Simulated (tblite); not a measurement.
Compound: C6H10NO (doublet state).
Z-matrix (Å and degrees, GFN2-xTB geometry), rows numbered from 1:
```
C 
C   1  1.3323
C   2  1.4618  1  121.25
O   3  1.2300  2  123.36  1    18.51
N   3  1.3983  2  116.97  1  -164.05
C   5  1.4476  3  116.34  2  -165.86
C   5  1.3474  3  124.76  2    17.07
C   7  1.4818  5  122.39  3  -174.56
H   1  1.0762  2  122.24  3  -176.37
H   1  1.0768  2  120.17  3     3.81
H   2  1.0805  1  120.80  3   175.70
H   6  1.0898  5  110.82  3  -123.09
H   6  1.0908  5  110.41  3   115.75
H   6  1.0898  5  107.28  3    -3.62
H   7  1.0730  5  118.05  3     7.57
H   8  1.0861  7  109.65  5   175.21
H   8  1.0943  7  111.90  5   -64.95
H   8  1.0927  7  111.68  5    54.81
```

Computed with GFN2-xTB (tblite): harmonic, unscaled wavenumbers at the GFN2-xTB geometry, gas phase. Against measured fundamentals such values can be off by several per cent, at times by over 20. One conformer, not necessarily the lowest. Open shells enter through the occupations alone, without spin polarisation, and single modes of such species can be off by tens of per cent.

Harmonic wavenumbers (cm⁻¹): 75.9, 87.8, 103.0, 108.9, 206.7, 252.7, 266.4, 331.4, 361.5, 408.7, 469.4, 497.8, 514.3, 623.8, 705.2, 791.3, 877.6, 967.2, 991.4, 1001.7, 1038.1, 1044.8, 1078.6, 1098.0, 1146.9, 1217.6, 1267.7, 1324.2, 1377.2, 1378.6, 1406.7, 1442.2, 1453.8, 1465.6, 1474.0, 1480.2, 1622.5, 1644.1, 2924.9, 2963.2, 2989.2, 3006.8, 3023.3, 3058.3, 3065.7, 3106.4, 3140.5, 3152.9.

A = 3774, B = 1374, C = 1029 MHz; mass 112.076 u (most abundant isotopes); point group C1, symmetry number 1; spin multiplicity 2.

Task: What is the zero-point energy?

Result: ½Σν̃ = 32017 cm⁻¹ = 91.54 kcal/mol.

Task: Give the ideal-gas entropy at 298.15 K and 1 bar in the rigid-rotor, harmonic-oscillator model (classical rotation).

Result: Translation 40.08, rotation 28.49, vibration 27.07, spin (R ln 2) 1.38: S = 97.0 cal/(mol K).

Task: And Cp and H(298.15 K) − H(0)?

Result: Cp = 36.50 cal/(mol K), of which vibrations give 28.55 (their classical limit is 48 R = 95.4); H(298.15 K) − H(0) = 6.73 kcal/mol without the zero-point energy, 4.36 from vibrations.

Task: How do the functions run with temperature in this model?

Result: 
```json
{"T (K)": "50", "S (cal/(mol K))": "58.0", "Cp (cal/(mol K))": "12.8", "H − H(0) (kcal/mol)": "0.48", "G − H(0) (kcal/mol)": "-2.42", "ln q(vib)": "0.30"}
{"T (K)": "100", "S (cal/(mol K))": "68.6", "Cp (cal/(mol K))": "18.3", "H − H(0) (kcal/mol)": "1.26", "G − H(0) (kcal/mol)": "-5.60", "ln q(vib)": "1.35"}
{"T (K)": "373.15", "S (cal/(mol K))": "105.9", "Cp (cal/(mol K))": "43.1", "H − H(0) (kcal/mol)": "9.72", "G − H(0) (kcal/mol)": "-29.81", "ln q(vib)": "8.10"}
{"T (K)": "500", "S (cal/(mol K))": "120.0", "Cp (cal/(mol K))": "53.1", "H − H(0) (kcal/mol)": "15.84", "G − H(0) (kcal/mol)": "-44.15", "ln q(vib)": "11.17"}
{"T (K)": "750", "S (cal/(mol K))": "144.5", "Cp (cal/(mol K))": "67.5", "H − H(0) (kcal/mol)": "31.05", "G − H(0) (kcal/mol)": "-77.29", "ln q(vib)": "16.97"}
{"T (K)": "1000", "S (cal/(mol K))": "165.3", "Cp (cal/(mol K))": "77.0", "H − H(0) (kcal/mol)": "49.20", "G − H(0) (kcal/mol)": "-116.08", "ln q(vib)": "22.37"}
```

q(vib) and H(0) count from the zero-point level.

Task: Blend soft modes into free rotors: weight 1/[1 + (100 cm⁻¹/ν̃)⁴] for the oscillator and the rest for a rotor with moment μB/(μ + B), μ = h/(8π²ν), B = 10⁻⁴⁴ kg m². What vibrational entropy results?

Result: 25.50 cal/(mol K) in place of 27.07, which changes −T·S at 298.15 K by +0.47 kcal/mol.

Task: Which modes carry the vibrational entropy at 298.15 K?

Result: 75.9 cm⁻¹: 3.99; 87.8 cm⁻¹: 3.71; 103.0 cm⁻¹: 3.40; 108.9 cm⁻¹: 3.29; 206.7 cm⁻¹: 2.07; 252.7 cm⁻¹: 1.71 cal/(mol K); the other 42 give 8.89 together.

Task: What must be added to the electronic energy to get the Gibbs energy at 298.15 K and 1 bar?

Result: ZPE + [H(298.15 K) − H(0)] − T·S = 91.54 + 6.73 − 28.93 = 69.34 kcal/mol.

Hindered rotation and anharmonicity are outside this model. Other conformers, if any are populated, would add a mixing term that is left out. The structure is chiral; the term R ln 2 for an equal mix with its mirror image is left out.

Hardware: one thread of an Arm Neoverse V1, no GPU, shared host. Cost: 0.59 s. The figure is for the frequency step alone.
